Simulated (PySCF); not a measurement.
C₆H₈NSi (doublet state).
Cartesian coordinates in Å at the GFN2-xTB level; atoms count from 1:
```
atom  x, y, z in Å
C1    -2.4870   -0.7345   -0.9106
C2    -1.4277   -0.2066   -1.0879
C3    -0.1497    0.4439   -1.2799
C4     0.5231    0.8232    0.0450
C5    -0.2869    1.6133    0.9445
Si6    0.8934   -0.7543    1.1393
C7     1.9262   -1.9009    0.0929
N8     2.5561   -2.5331   -0.6299
H9    -3.4145   -1.2042   -0.7718
H10    0.5057   -0.2229   -1.8495
H11   -0.3076    1.3535   -1.8703
H12    1.4836    1.3019   -0.1616
H13    0.1616    2.2970    1.6386
H14   -1.3541    1.5055    0.9474
H15    1.7177   -0.3309    2.2698
H16   -0.3475   -1.4418    1.4726
```

The hyperfine couplings belong to this conformer and change with its torsions.

As a line formula: `C#CC[C@@H]([CH2])[SiH2]C#N` [radical].

Level of theory: UKS B3LYP, pcH-1 on C H N Si, non-relativistic, mean-field spin-orbit, GIAO (PySCF 2.14.0). One conformer (not necessarily the lowest) at the GFN2-xTB geometry, without solvent, vibrations or thermal averaging. The geometry wasn't refined by DFT: couplings that depend on bond lengths, twists or pyramidal angles can differ widely from those at the functional's own minimum. No stability test was run, so a lower SCF solution isn't excluded.

(1) What is the g tensor, term by term?

(2) How much does each term add to the isotropic shift?

(3) What effective moment and Curie constant follow for a powder?

(4) At 34.092 GHz, how far is the centre of the isotropic spectrum from where a free electron (g = 2.002319) resonates?

(5) In a frozen sample, at which fields do the three g values resonate at 9.5, 34, 94 and 263 GHz (hyperfine left aside), and which band first spreads them over more than twice a line width of 0.5 mT?

## Answers

(1) 
| Δg (ppm) | 1 | 2 | 3 |
| --- | --- | --- | --- |
| relativistic mass correction | -148 | -148 | -148 |
| gauge correction | 14 | 28 | 3 |
| orbital Zeeman/spin–orbit | -108 | 399 | 1401 |
| total | -242 | 279 | 1256 |

So g = 2.00208, 2.00260, 2.00358 and g_iso = 2.00275; the tensor is rhombic: the two nearest values differ by 35 % of g3 − g1. 

(2) The orbital-Zeeman/spin–orbit term 564, the mass correction -148 and the gauge correction 15 ppm, for a total of 431 ppm. The orbital-Zeeman/spin–orbit term is the largest in size. The mass correction is the same along every axis, so the anisotropy comes from the other two: their spans along these axes are 26 (gauge) and 1509 ppm (orbital Zeeman/spin–orbit).

(3) With the mean of g² = 4.0110 and S(S+1) = 0.75: μ_eff = √(⟨g²⟩S(S+1)) = 1.734 μB and χT = 0.12505·⟨g²⟩·S(S+1) = 0.376 cm³ K/mol (cgs; spin-Hamiltonian part alone).

(4) B = hν/(g μB) with μB/h = 13.99624 MHz/mT gives 1216.49 mT for the free electron and 1216.23 mT at g_iso, 0.26 mT lower.

(5) 
```json
{"band": "X", "GHz": "9.5", "B(g3) mT": "338.77", "B(g2) mT": "338.94", "B(g1) mT": "339.02", "spread mT": "0.25"}
{"band": "Q", "GHz": "34.0", "B(g3) mT": "1212.44", "B(g2) mT": "1213.04", "B(g1) mT": "1213.35", "spread mT": "0.91"}
{"band": "W", "GHz": "94.0", "B(g3) mT": "3352.05", "B(g2) mT": "3353.69", "B(g1) mT": "3354.56", "spread mT": "2.51"}
{"band": "J", "GHz": "263.0", "B(g3) mT": "9378.61", "B(g2) mT": "9383.19", "B(g1) mT": "9385.63", "spread mT": "7.02"}
```

The spread grows in proportion to the frequency. W band is the first where it exceeds 1.0 mT.

Largest spin populations (Mulliken): C5 (+0.99), Si6 (+0.10) and C4 (-0.07). C5 is the only atom above +0.15. The positive populations add up to 1.17 and the negative ones to -0.17, together 2S = 1. The angles at C5 add up to 360.0°, so it is planar; its axial dipolar tensor and the negative couplings of its protons fit spin in a p orbital normal to that plane.

The HOMO–LUMO gaps are 5.11 eV among the α and 5.47 eV among the β orbitals.
